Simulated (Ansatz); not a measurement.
Molecule: SiBr, charge 0, multiplicity 2. 
Structure (B3LYP-D3(BJ)/def2-TZVP (Ansatz, an electronic-structure program) minimum search):
```
Si
Br 1 2.2523
```
Charge 0, spin multiplicity 2.

Property: vertical ionisation energy (to the singlet state of charge +1; each state is the SCF solution reached for its spin), in eV. Valence correlation only, unless marked. UHF or UKS for open shells. Spin-orbit coupling is left out. Frozen are the shells of the preceding noble gas and the d and f shells that filled before the atom's block. Non-relativistic. CBS marks a two-point X^-3 extrapolation of the correlation energy; Hartree-Fock from the larger set.

```tsv
level	program	vertical ionisation energy (eV)
SVWN5/def2-TZVPD	Ansatz	[?]
B3LYP/def2-TZVPD	Ansatz	7.47
CAM-B3LYP/def2-TZVPD	Ansatz	[?]
wB97M-V/def2-TZVPD	Ansatz	7.29
CCSD/def2-TZVPPD	Ansatz	[?]
CCSD(T)/CBS(def2-TZVPPD,def2-QZVPPD)	Ansatz	7.47
```

Problem. What belongs in the gaps?

Solution. 
- SVWN5/def2-TZVPD, vertical ionisation energy (eV): 7.42
- CAM-B3LYP/def2-TZVPD, vertical ionisation energy (eV): 7.56
- CCSD/def2-TZVPPD, vertical ionisation energy (eV): 7.41
